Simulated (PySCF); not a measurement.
Cards and structures have been mixed up. Pair them.

Structures:
1. `[BH3-][P+](F)(F)F`
2. `C1CC1C=S`
3. `C[S+](C)C`

Card P (geometry PBE0-D3(BJ)/def2-SVP):
* Rotational constants A, B, C: 15.852, 1.931, 1.878 GHz
* Static isotropic polarisability (PBE0/def2-SVPD): 72.1 au
* Lowest singlet excitation (TDDFT PBE0/def2-SVPD): 2.57 eV (483 nm, f = 0.000)
* Strongest line among the 10 lowest singlet transitions (TDDFT PBE0/def2-SVPD): S2 at 5.38 eV (230 nm, f = 0.383)
* 13C chemical shifts (computed TMS as zero) by class (GIAO PBE0/pcSseg-1): 260.3 (1 C), 39.9 (1 C), 16.2 (2 C) ppm
* Isotropic shieldings of nuclei other than C and H, by class (GIAO PBE0/pcSseg-1): -463 (1 S) ppm

Card Q (geometry PBE0-D3(BJ)/def2-SVP):
- Rotational constants A, B, C: 6.054, 6.047, 3.748 GHz
- Static isotropic polarisability (PBE0/def2-SVPD): 53.1 au
- 13C chemical shifts (computed TMS as zero) by class (GIAO PBE0/pcSseg-1): 29.6 (3 C) ppm
- HOMO energy (PBE0/def2-SVPD): -14.23 eV
- Lowest singlet excitation (TDDFT PBE0/def2-SVPD): 8.28 eV (150 nm, f = 0.127 summed over 2 states within 0.01 eV)
- Vertical ionisation energy (ΔSCF PBE0/def2-SVPD): 16.45 eV
- Lowest triplet excitation (Tamm–Dancoff) (TDA PBE0/def2-SVPD): 7.02 eV

Card R (geometry PBE0-D3(BJ)/def2-SVP):
- Rotational constants A, B, C: 4.438, 3.721, 3.714 GHz
- Static isotropic polarisability (PBE0/def2-SVPD): 43.6 au
- Dipole moment (PBE0/def2-SVPD): 1.13 D
- Vertical ionisation energy (ΔSCF PBE0/def2-SVPD): 12.36 eV
- Isotropic shieldings of nuclei other than C and H, by class (GIAO PBE0/pcSseg-1): 155 (1 B), 225 (3 F), 181 (1 P) ppm
- Strongest line among the 10 lowest singlet transitions (TDDFT PBE0/def2-SVPD): S9 at 9.29 eV (134 nm, f = 0.455)

Each SMILES stands for a single optimised conformer of the isolated species, non-relativistic unless stated; the electronic structure was computed with PySCF and density fitting. NMR classes are plain means over equivalent atoms (diastereotopic ones count apart unless rotation or inversion swaps them), as if these changed places fast.

Problem. Which card belongs to which structure?

Solution. P = 2, Q = 3, R = 1. What ties each card to its structure:
- 1 (card R), BF3H3P, monoisotopic mass 102.0 u, 5 heavy atoms: a prolate symmetric top (constants that symmetry makes equal differ by optimisation noise) with C = 3.714 GHz; polarisability 43.6 au for 50 electrons, the smallest shown; dipole 1.13 D.
- 2 (card P), C4H6S, monoisotopic mass 86.0 u, 5 heavy atoms: 4 C in 3 classes; the least shielded carbon (260.3 ppm) is a thiocarbonyl carbon; an asymmetric top with C = 1.878 GHz, the lowest such constant on the cards; polarisability 72.1 au for 46 electrons, the largest shown.
- 3 (card Q), [C3H9S]+, monoisotopic mass 77.0 u, 4 heavy atoms: 3 C in 1 class; a HOMO at -14.23 eV for the only species of charge +1; a nearly oblate symmetric top with C = 3.748 GHz, the highest such constant on the cards; polarisability 53.1 au for 42 electrons.
